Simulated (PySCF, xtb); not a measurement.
Cl2HOZr, SMILES [OH][Zr+]([Cl])[Cl], charge +1, multiplicity 1. One conformer was computed; it need not be the lowest.

Harmonic wavenumbers (cm⁻¹) from GFN2-xTB (xtb 6.7.1) at its own minimum, in rising order: 78, 86, 119, 256, 319, 402, 421, 666, 3457.

Problem. What does PBE-D3(BJ)/def2-SVP run with PySCF give at its own minimum? (The exact figures need the calculation; the answer reports its results.)

Solution. 101, 127, 156, 381, 431, 453, 510, 804, 3716. Paired by order, the mean absolute difference is 97 cm⁻¹ and the zero-point energies are 8.3 and 9.5 kcal/mol.
